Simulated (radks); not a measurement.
Isoelectronic series with 40 electrons, each ion in its NIST ground configuration. Method: Dirac Kohn-Sham, BLYP, spin-unpolarised, spherical densities, finite nucleus; open shells fill j = l - 1/2 first; Fermi nuclear charge, rms radius of each element as measured or else 0.836 A^(1/3) + 0.57 fm; computed with a radial shooting solver on a logarithmic mesh with Libxc functionals. Total energies (hartree) and mean radii <r> (bohr) (* marks an orbital that is empty in some or all of the ions):

ion,configuration,E (hartree),4f7/2*,4f5/2*,4d5/2*,4d3/2,4p3/2,4p1/2
Nd20+,[Kr] 4d4,-9468.9569,0.6189,0.6165,0.6174,0.6112,0.6006,0.5796
Pm21+,[Kr] 4d4,-9845.3936,0.5952,0.5928,0.5985,0.5923,0.5843,0.5633
Sm22+,[Kr] 4d4,-10230.1133,0.5734,0.5711,0.5807,0.5746,0.5689,0.5479
Eu23+,[Kr] 4d4,-10623.2208,0.5534,0.5510,0.5640,0.5579,0.5543,0.5332
Gd24+,[Kr] 4d4,-11024.7624,0.5349,0.5325,0.5483,0.5422,0.5404,0.5193
Tb25+,[Kr] 4d4,-11434.8609,0.5177,0.5153,0.5335,0.5274,0.5272,0.5060
Dy26+,[Kr] 4d4,-11853.4626,0.5017,0.4992,0.5195,0.5133,0.5147,0.4934
Ho27+,[Kr] 4d4,-12280.7927,0.4867,0.4842,0.5063,0.5001,0.5027,0.4813
Er28+,[Kr] 4d4,-12716.8437,0.4727,0.4702,0.4937,0.4875,0.4912,0.4698
Tm29+,[Kr] 4d4,-13161.7616,0.4595,0.4570,0.4817,0.4755,0.4803,0.4587
Yb30+,[Kr] 4d4,-13615.5449,0.4471,0.4445,0.4704,0.4641,0.4698,0.4482
Lu31+,[Kr] 4d4,-14078.3481,0.4354,0.4328,0.4596,0.4533,0.4598,0.4380
